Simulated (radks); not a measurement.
Valence configurations of Xe3+ (all share [Kr]). Method: scalar-relativistic Kohn-Sham, BLYP, spin-polarised, spherical densities, finite nucleus; open shells are filled with parallel spins first (spin-orbit coupling, left out, can overturn this in heavy ions); Fermi nuclear charge, rms radius 4.7859 fm; computed with a radial shooting solver on a logarithmic mesh with Libxc functionals. Order these by energy: 4d10 5s2 5p3; 4d9.5 5s2 5p3.5; 4d9 5s2 5p4; 4d8.5 5s2 5p4.5; 4d10 5s1.5 5p3.5; 4d9.5 5s1 5p4.5; 4d9 5s0.5 5p5.5; 4d9 5s1 5p5; 4d10 5p5; 4d10 5s1 5p4.

Answer. From the lowest, in eV above it: 4d10 5s2 5p3 0.000; 4d10 5s1.5 5p3.5 6.673; 4d10 5s1 5p4 13.369; 4d10 5p5 28.473; 4d9.5 5s2 5p3.5 28.979; 4d9.5 5s1 5p4.5 42.652; 4d9 5s2 5p4 59.140; 4d9 5s1 5p5 73.108; 4d9 5s0.5 5p5.5 80.869; 4d8.5 5s2 5p4.5 90.473. NIST lists [Kr] 4d10 5s2 5p3 as the ground configuration; this level of theory agrees among the configurations tried. The energies are those of spherical high-spin densities, not of single terms.
